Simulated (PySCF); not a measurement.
Simulated C 1s region for `CCB(C)N`, binding energy against the vacuum level.

Every computed line was given a Gaussian of 0.4 eV full width at half maximum and an area set by the number of equivalent atoms; the highest printed point is 100. Method: delta-SCF UKS SCAN, pcX-2 on the ionised atom, pcseg-1 elsewhere, spin-free X2C (PySCF).

```tsv
binding energy (eV)	intensity
289.1	0
289.2	1
289.3	6
289.4	20
289.5	48
289.6	82
289.7	100
289.8	86
289.9	53
290.0	26
290.1	19
290.2	29
290.3	44
290.4	50
290.5	40
290.6	23
290.7	9
290.8	3
290.9	1
```

How many maxima does the curve show, and how many computed lines lie under it?

The curve has 2 maxima (at 289.7 and 290.4 eV). Under it lie 3 lines from 3 inequivalent carbon sites. At this width some lines have no maximum of their own.

Decompose the envelope and assign each component. Numbering: `[CH3:1][CH2:2][B:3]([CH3:4])[NH2:5]`.

| position (eV) | relative area | line | atoms | environment |
| --- | --- | --- | --- | --- |
| 289.70 | 1 | C 1s | C2 | sp3 carbon bound to boron |
| 289.72 | 1 | C 1s | C4 | sp3 carbon bound to boron |
| 290.39 | 1 | C 1s | C1 | methyl carbon |

What are the centre and the root-mean-square width of the whole band?

The area-weighted mean of the lines is 289.93 eV. Their own spread about it is 0.32 eV (rms) and each Gaussian has σ = 0.4/2.355 = 0.17 eV; the variances add, which gives 0.36 eV.

Lowest listed C 1s: C2, bonded to C, 2 H and B. Highest, 0.69 eV above it: C1, bonded to C and 3 H. The widest gap between neighbouring values is 0.67 eV, between 289.72 and 290.39 eV. The values 289.70 and 289.72 eV lie too close for their order to be trusted.

The curve has no shake-up lines and no vibrational structure. One conformer (not necessarily the lowest) at the PBE0-D3(BJ)/def2-SVP geometry, without solvent, vibrations or thermal averaging.

Hardware: one thread, Arm Neoverse V2 (aarch64) (shared host). Cost: 30 s of wall time, 0.54 GiB resident at most.

The values belong to the conformer `[CH3:1][CH2:2][B:3]([CH3:4])[NH2:5]`: C1–C2–B3–C4 180°, H–N5–B3–C2 180°, H–N5–B3–C2 0°.
